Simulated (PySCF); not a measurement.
CH$_{5}$N$_{2}$, charge +1, singlet, at a GFN2-xTB geometry; CAMB3LYP/6-31G*, TDA (PySCF).

The PySCF input:
```python
from pyscf import gto, scf, dft, tdscf

mol = gto.Mole()
mol.atom = '''
    N     1.15005346    0.18768909    0.03795653
    C    -0.00449586   -0.40406057    0.15376625
    N    -1.14643753    0.13728913   -0.16162779
    H     1.23217630    1.13435935   -0.31547988
    H     2.00843803   -0.27875558    0.29774756
    H    -0.01579806   -1.41983457    0.54032156
    H    -1.20752873    1.08081633   -0.52751070
    H    -2.01562392   -0.36706970   -0.05197716
'''
mol.basis = '6-31g*'
mol.charge = 1
mol.verbose = 4
mol.build()

mf = dft.RKS(mol)
mf.xc = 'camb3lyp'
mf.kernel()
td = mf.TDA()
td.nstates = 2
td.kernel()
td.analyze()
```

Q: Predict the main parts of the log of this PySCF run.

A: 
```
PySCF version 2.14.0

[INPUT] verbose = 4
[INPUT] num. atoms = 8
[INPUT] num. electrons = 24
[INPUT] charge = 1
[INPUT] spin (= nelec alpha-beta = 2S) = 0
[INPUT] symmetry False subgroup None
[INPUT] Mole.unit = angstrom
[INPUT] Symbol           X                Y                Z      unit          X                Y                Z       unit  Magmom
[INPUT]  1 N      1.150053460000   0.187689090000   0.037956530000 AA    2.173286068008   0.354680976669   0.071727446339 Bohr   0.0
[INPUT]  2 C     -0.004495860000  -0.404060570000   0.153766250000 AA   -0.008495944094  -0.763563815036   0.290576099701 Bohr   0.0
[INPUT]  3 N     -1.146437530000   0.137289130000  -0.161627790000 AA   -2.166452950623   0.259438855580  -0.305432257219 Bohr   0.0
[INPUT]  4 H      1.232176300000   1.134359350000  -0.315479880000 AA    2.328475744180   2.143628498340  -0.596170571011 Bohr   0.0
[INPUT]  5 H      2.008438030000  -0.278755580000   0.297747560000 AA    3.795397814861  -0.526771701894   0.562661342658 Bohr   0.0
[INPUT]  6 H     -0.015798060000  -1.419834570000   0.540321560000 AA   -0.029854006699  -2.683098479490   1.021059767598 Bohr   0.0
[INPUT]  7 H     -1.207528730000   1.080816330000  -0.527510700000 AA   -2.281898587244   2.042446854658  -0.996850750778 Bohr   0.0
[INPUT]  8 H     -2.015623920000  -0.367069700000  -0.051977160000 AA   -3.808977178922  -0.693661201626  -0.098222597133 Bohr   0.0

nuclear repulsion = 80.0539815339907
number of shells = 28
number of NR pGTOs = 101
number of NR cGTOs = 52
basis = 6-31g*
ecp = {}

******** <class 'pyscf.dft.rks.RKS'> ********
method = RKS
initial guess = minao
damping factor = 0
level_shift factor = 0
DIIS = <class 'pyscf.scf.diis.CDIIS'>
diis_start_cycle = 1
diis_space = 8
diis_damp = 0
SCF conv_tol = 1e-09
SCF conv_tol_grad = None
SCF max_cycles = 50
direct_scf = True
direct_scf_tol = 1e-13
XC library pyscf.dft.libxc version 7.1.2
    S. Lehtola, C. Steigemann, M. J. T. Oliveira, and M. A. L. Marques,  SoftwareX 7, 1–5 (2018)
XC functionals = camb3lyp
    T. Yanai, D. P. Tew, and N. C. Handy,  Chem. Phys. Lett. 393, 51 (2004)
radial grids:
    Treutler-Ahlrichs [JCP 102, 346 (1995); DOI:10.1063/1.469408] (M4) radial grids

becke partition: Becke, JCP 88, 2547 (1988); DOI:10.1063/1.454033
pruning grids: <function nwchem_prune>
grids dens level: 3
symmetrized grids: False
atomic radii adjust function: <function treutler_atomic_radii_adjust>
small_rho_cutoff = 0
Set gradient conv threshold to 3.16228e-05
Initial guess from minao.
tot grids = 90968
init E= -151.028050430334
  HOMO = -0.299540596548323  LUMO = -0.0101075569733169  gap/eV = 7.87587
cycle= 1 E= -150.281307714785  delta_E= 0.747  |g|= 0.269  |ddm|= 2.46
  HOMO = -0.570976534779538  LUMO = -0.196546029480607  gap/eV = 10.18877
cycle= 2 E= -150.290852952226  delta_E= -0.00955  |g|= 0.223  |ddm|= 0.407
  HOMO = -0.579377172289988  LUMO = -0.17309859808155  gap/eV = 11.05540
cycle= 3 E= -150.300902757615  delta_E= -0.01  |g|= 0.0367  |ddm|= 0.154
  HOMO = -0.570821745495406  LUMO = -0.168491318016876  gap/eV = 10.94797
cycle= 4 E= -150.301177691476  delta_E= -0.000275  |g|= 0.00829  |ddm|= 0.0316
  HOMO = -0.572848063439218  LUMO = -0.170427618242885  gap/eV = 10.95042
cycle= 5 E= -150.301193112701  delta_E= -1.54e-05  |g|= 0.00166  |ddm|= 0.00726
  HOMO = -0.572490766589143  LUMO = -0.170023582026163  gap/eV = 10.95169
cycle= 6 E= -150.301193810909  delta_E= -6.98e-07  |g|= 0.000178  |ddm|= 0.0017
  HOMO = -0.572500554898748  LUMO = -0.170031003396033  gap/eV = 10.95175
cycle= 7 E= -150.301193819797  delta_E= -8.89e-09  |g|= 2.36e-05  |ddm|= 0.000295
  HOMO = -0.572500371128782  LUMO = -0.170029061503737  gap/eV = 10.95180
cycle= 8 E= -150.30119381996  delta_E= -1.63e-10  |g|= 4.83e-06  |ddm|= 3.84e-05
  HOMO = -0.57250099025222  LUMO = -0.170029764089684  gap/eV = 10.95180
Extra cycle  E= -150.301193819965  delta_E= -5.63e-12  |g|= 2e-06  |ddm|= 7.71e-06
converged SCF energy = -150.301193819965

******** <class 'pyscf.tdscf.rks.TDA'> for <class 'pyscf.dft.rks.RKS'> ********
nstates = 2 singlet
deg_eia_thresh = 1.000e-03
wfnsym = None
conv_tol = 1e-05
eigh lindep = 1e-12
eigh level_shift = 0
eigh max_cycle = 100

Excitation energies (eV)
[8.49725797 9.25477012]

** Singlet excitation energies and oscillator strengths **
Excited State   1:      8.49726 eV    145.91 nm  f=0.5390
      12 -> 13        0.68681
Excited State   2:      9.25477 eV    133.97 nm  f=0.0000
      12 -> 14       -0.70007

** Transition electric dipole moments (AU) **
state          X           Y           Z        Dip. S.      Osc.
  1        -1.6026     -0.0352     -0.1393      2.5891      0.5390
  2         0.0000      0.0000      0.0000      0.0000      0.0000

** Transition velocity dipole moments (imaginary part, AU) **
state          X           Y           Z        Dip. S.      Osc.
  1        -0.2200     -0.0048     -0.0191      0.0488      0.1042
  2         0.0000      0.0000     -0.0000      0.0000      0.0000

** Transition magnetic dipole moments (imaginary part, AU) **
state          X           Y           Z
  1        -0.0322      0.1288      0.3376
  2         0.0059      0.5323     -0.2026
```
